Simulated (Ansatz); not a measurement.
W(O)(NH)(F)(Br) (BrFHNOW), SMILES [NH]=[W](=[O])([F])[Br], multiplicity 1.

Geometry: B3LYP-D3(BJ)/def2-SVP. The multiplicity is an assumed one; no other spin state was optimised. The structure was generated by enumeration; whether it is a known compound was not checked. The def2 effective core potentials stand for the cores of W; spin–orbit coupling is left out.

Two levels are set side by side: PBE/def2-SVPD (Ansatz, a quantum-chemistry and plane-wave program) and CAM-B3LYP/def2-SVPD (Ansatz). Energy differences of separate SCF runs at the same geometry; the states with an electron removed or added have multiplicity 2 and 2. Differences are taken from unrounded values.

```csv
quantity,CAM-B3LYP
vertical ionisation energy (eV),10.86
vertical electron affinity (eV),1.16
vertical singlet–triplet gap (eV),3.68
```

Problem. What does PBE give, and how far is it from CAM-B3LYP? (Estimate from the structure and the level; the computed values follow.)

Solution. 
| quantity | PBE | PBE minus CAM-B3LYP |
|---|---|---|
| vertical ionisation energy (eV) | 10.34 | -0.52 |
| vertical electron affinity (eV) | 0.63 | -0.53 |
| vertical singlet–triplet gap (eV) | 3.86 | 0.18 |
